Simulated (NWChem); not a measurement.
Species: C3H6OSi; SMILES C#C[Si@@H](C)O

```xyz
11

C      0.0543    -2.5832    -0.1740
C     -0.0210    -1.3898     0.0374
Si    -0.0715     0.4064     0.3772
C      1.4791     1.2254    -0.2955
O     -1.4656     0.9718    -0.3473
H      0.1076    -3.6329    -0.3623
H     -0.1349     0.6072     1.8538
H      1.5665     1.0718    -1.3767
H      1.4782     2.3057    -0.1051
H      2.3733     0.8046     0.1802
H     -1.7393     1.8659    -0.1002
```
Atoms are numbered in this order, from 1.

Computed with NWChem. Medium grid unless said otherwise, to which SCAN and Minnesota functionals are sensitive. Structure relaxed at the B3LYP/6-31G* (spherical d) level. B3LYP is NWChem's, with the RPA form of VWN correlation. Total energies of different functionals are on different scales.

```csv
level,energy (Ha),highest occupied level (eV),orbital gap (eV),dipole (D)
PBE/def2-SVP,-482.0015,-6.59,5.68,1.27
B3LYP/def2-SVP,-482.4206,(withheld),(withheld),1.30
TPSSh/def2-SVP,-482.4262,-7.22,6.86,1.25
r2SCAN/def2-SVP,-482.2586,-6.93,6.25,1.29
"LDA (Slater exchange, VWN5)/def2-SVP",-479.5909,-6.69,5.58,1.36
PW6B95/def2-SVP,-482.8905,-8.00,8.11,1.30
```

### Question
What belongs in the gaps?

### Answer

- B3LYP/def2-SVP, highest occupied level (eV): -7.65
- B3LYP/def2-SVP, orbital gap (eV): 7.52
